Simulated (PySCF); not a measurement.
## Vibration and rotation of PbBr⁺

RHF-CCSD(T) constants of PbBr⁺, ¹Σ⁺ (singlet), closed shell (basis Pb cc-pVDZ-PP with ECP60, Br cc-pVDZ-PP with ECP10; scalar-relativistic core potentials; PySCF 2.14; masses 207.9766 and 78.9183 u):

```
ωe   : 256.0 cm⁻¹
ωexe : 0.449 cm⁻¹
Be   : 0.046205 cm⁻¹
αe   : 0.000112 cm⁻¹
```

Task: What force constant and bond length do these constants imply?

Result: Reduced mass μred = 57.210 u; k = 5.8918×10⁻⁷·μred·ωe² (u, cm⁻¹, mdyn/Å) = 2.21 mdyn/Å; Re = √(16.8576/(μred·Be)) (u, cm⁻¹, Å) = 2.525 Å.

Task: Estimate the centrifugal constant D from the Kratzer relation and find the Dunham coefficient a1.

Result: D = 4Be³/ωe² = 6.02e-09 cm⁻¹; a1 = −1 − αeωe/(6Be²) = -3.24.

Correlated steps freeze 8 core orbitals. These are scalar-relativistic numbers at best; spin–orbit coupling would shift them, the dissociation energy most.
